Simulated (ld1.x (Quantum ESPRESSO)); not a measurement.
## technetium: variants of one TM potential

Base potential:

ld1.x (Quantum ESPRESSO) 7.5 input, shortened:

```
&input
   title='Tc', zed=43., rel=1, dft='BLYP', iswitch=3,
   config='[Kr] 4d5 5s2 5p0'
 /
 &inputp
   pseudotype=2, tm=.true., lloc=1,
   nlcc=.false.
 /
3
5S  1  0   2.00   0.00  2.80  2.80  0.0
4D  3  2   5.00   0.00  2.15  2.15  0.0
4P  2  1   6.00   0.00  1.65  1.65  0.0
 &test
   configts(1)='4p6 4d5 5s2 5p0'
 /
```

All-electron outer shells of the reference configuration (BLYP, scalar-relativistic, ld1.x):

```json
{"shell": "3d", "level (eV)": "-249.77", "outermost node (bohr)": "–", "outermost maximum (bohr)": "0.31"}
{"shell": "4s", "level (eV)": "-73.21", "outermost node (bohr)": "0.50", "outermost maximum (bohr)": "0.95"}
{"shell": "4p", "level (eV)": "-45.15", "outermost node (bohr)": "0.51", "outermost maximum (bohr)": "1.03"}
{"shell": "4d", "level (eV)": "-6.49", "outermost node (bohr)": "0.50", "outermost maximum (bohr)": "1.27"}
{"shell": "5s", "level (eV)": "-4.96", "outermost node (bohr)": "1.28", "outermost maximum (bohr)": "2.72"}
{"shell": "5p", "level (eV)": "-1.34", "outermost node (bohr)": "1.45", "outermost maximum (bohr)": "3.72"}
```

Cutoffs, loose and tight: the cutoffs (Ry, on a coarse ladder) from which the occupation-weighted sum of valence levels, in a spherical-Bessel basis at the reference potential, stays within 10 and 1 mRy of its value at 400 Ry. They do not see the model core or the augmentation charge, which bear on the density cutoff. Test errors are all-electron minus pseudo excitation energies from the reference, over the configurations 4p6 4d5 5s1 5p0; 4p6 4d5 5s0 5p0; 4p6 4d4 5s0 5p0; 4p6 4d5 5s0 5p1; 4p6 4d4 5s2 5p1; 4p6 4d5 5s1.5 5p0; 4p6 4d4 5s2 5p0. A dash means not determined; rows that change the core or the reference have their own tests. The largest error is taken over the tests solved by every variant that gives reliable tests at all: 4p6 4d4 5s0 5p0; 4p6 4d4 5s2 5p0; 4p6 4d4 5s2 5p1; 4p6 4d5 5s0 5p0; 4p6 4d5 5s0 5p1; 4p6 4d5 5s1 5p0.

A true bound ghost makes a file unfit for plane-wave use even where its test errors are small: the radial tests pick states by their node count and pass the ghost by.

| change | outcome | cutoff, loose | cutoff, tight | bound ghosts | largest test error (meV) |
| --- | --- | --- | --- | --- | --- |
| base | generated | 45 Ry | 60 Ry | s | +99 |
| wave 4p (bound): rc 1.65 bohr becomes 4p (bound): rc 1.16 bohr | generated | 100 Ry | 140 Ry | s | +70 |
| wave 4p (bound): rc 1.65 bohr becomes 4p (bound): rc 1.28 bohr | generated | 90 Ry | 140 Ry | s | +70 |
| wave 4p (bound): rc 1.65 bohr becomes 4p (bound): rc 2.44 bohr | generated | 40 Ry | 50 Ry | s | +99 |
